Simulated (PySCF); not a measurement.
Isomers of C2H4Si. All species are isolated molecules in the gas phase. One relaxed conformer stands for each flexible species; it need not be the lowest. Strings in code marks are SMILES.

All values below come from PBE-D3(BJ)/def2-TZVP // B3LYP-D3(BJ)/def2-TZVP run with PySCF 2.14.0. All candidates: neutral, multiplicity 1. 

```json
{
  "HOMO–LUMO gap": "6.07 eV",
  "HOMO": "-7.11 eV",
  "dipole_moment": "0.37 D"
}
```

Task: Name which member has these values.
(A) `C1=C[SiH2]1`
(B) `C#C[SiH3]`
(C) `C1C[Si]1`
(D) `C=C=[SiH2]`

Result: B, `C#C[SiH3]`. The others give `C1C[Si]1`: 2.16 eV, -5.47 eV, 0.57 D; `C=C=[SiH2]`: 3.43 eV, -5.33 eV, 0.01 D; `C1=C[SiH2]1`: 4.98 eV, -6.32 eV, 0.52 D
